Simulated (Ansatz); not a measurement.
CH9NO2Si2, SMILES N([SiH2]O[SiH2]O)C.

Geometry: B3LYP-D3(BJ)/def2-SVP. The structure was generated by enumeration, and PubChem lists no compound with its InChIKey, so it may never have been made. The values are those of a single conformer.

Two levels are set side by side: PBE/def2-SVPD (Ansatz, a program for electronic structure) and PBE0/def2-SVPD (Ansatz). Energy differences of separate SCF runs at the same geometry; the states with an electron removed or added have multiplicity 2 and 2. Differences are taken from unrounded values.

```tsv
quantity	PBE0
vertical ionisation energy (eV)	9.09
vertical singlet–triplet gap (eV)	5.87
```

Question: What does PBE give, and how far is it from PBE0? (An estimate is asked for; the answer gives what the named calculation found.)

Answer: 
```json
[
 {"quantity": "vertical ionisation energy (eV)", "PBE": "8.83", "PBE minus PBE0": "-0.26"},
 {"quantity": "vertical singlet–triplet gap (eV)", "PBE": "5.58", "PBE minus PBE0": "-0.28"}
]
```
